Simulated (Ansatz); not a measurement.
The cluster Cu₂S⁺ was relaxed with PBE0-D4 (def2-TZVP) in Ansatz in these states: charge +1 doublet, charge +1 quartet. The geometries follow in no particular order.

A:

```xyz
3

Cu   -0.667   -1.065   -1.110
Cu    0.732    1.482    0.281
S    -0.065   -0.417    0.829
```

B:

```xyz
3

Cu    1.236    0.612   -1.240
Cu   -0.537   -0.796    1.688
S    -0.699    0.185   -0.448
```

Task: Judge from the bond lengths which geometry belongs to which state (an estimate).

Result: A is the charge +1 doublet (Cu2–S3 2.131 Å, Cu1–S3 2.131 Å); B is the charge +1 quartet (Cu2–S3 2.357 Å, Cu1–S3 2.134 Å).

At PBE0-D4/def2-TZVP a doublet lies 2.93 eV below the charge +1 quartet. These are the stationary points nearest to one start from a short search; other shapes may lie lower in each state.
